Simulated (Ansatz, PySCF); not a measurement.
System: CHS, net charge 0, doublet state. It need not be the lowest isomer of its formula. 
Structure (B3LYP-D3(BJ)/def2-TZVP (Ansatz, a program for electronic structure) minimum search):
```
C
H 1 1.0885
S 1 1.5568 2 132.52
```
Charge 0, spin multiplicity 2.

Quantity: atomisation energy (electronic, to ground-state atoms), in kcal/mol. Correlated levels leave the core frozen unless marked. UHF or UKS for open shells. Spin-orbit coupling is left out. No relativistic terms. The coupled-cluster limit lacks core correlation, which all-electron functionals hold. CBS(X,Y): correlation extrapolated as X^-3; Hartree-Fock from the larger set.

| level | program | atomisation energy (kcal/mol) | minus last row |
|---|---|---|---|
| HF/STO-3G | Ansatz | 163.9 | -61.6 |
| HF/6-31G | Ansatz | 112.3 | -113.2 |
| M06-L-D4/def2-TZVPD | PySCF + dftd4 | 229.9 | 4.4 |
| r2SCAN-D4/def2-TZVPD | Ansatz + dftd4 | 230.3 | 4.8 |
| PBE0/STO-3G | Ansatz | 255.6 | 30.1 |
| MN15-D3(BJ)/def2-TZVPD | PySCF + dftd3 | 226.9 | 1.4 |
| B2PLYP-D4/def2-TZVPD | Ansatz + dftd4 | 225.4 | -0.1 |
| RPA@PBE/cc-pV(T+d)Z | Ansatz | 206.6 | -18.9 |
| MP2/aug-cc-pV(T+d)Z | Ansatz | 215.8 | -9.7 |
| MP2/cc-pV(T+d)Z | Ansatz | 214.2 | -11.3 |
| SCS-MP2/aug-cc-pV(D+d)Z | Ansatz | 200.3 | -25.2 |
| SCS-MP2/def2-QZVPP | Ansatz | 215.5 | -10.0 |
| CCSD(T)/def2-TZVPP | Ansatz | 217.7 | -7.8 |
| CCSD(T)/def2-TZVPPD | Ansatz | 218.1 | -7.4 |
| CCSD(T)/CBS(aug-cc-pV(T+d)Z,aug-cc-pV(Q+d)Z) | Ansatz | 225.5 | 0.0 |

The UHF reference is spin-contaminated (<S^2> 0.25 over the pure value in the largest basis). The T1 diagnostic of CCSD in the largest basis is 0.060, which is high, so the coupled-cluster rows are less sure than usual.
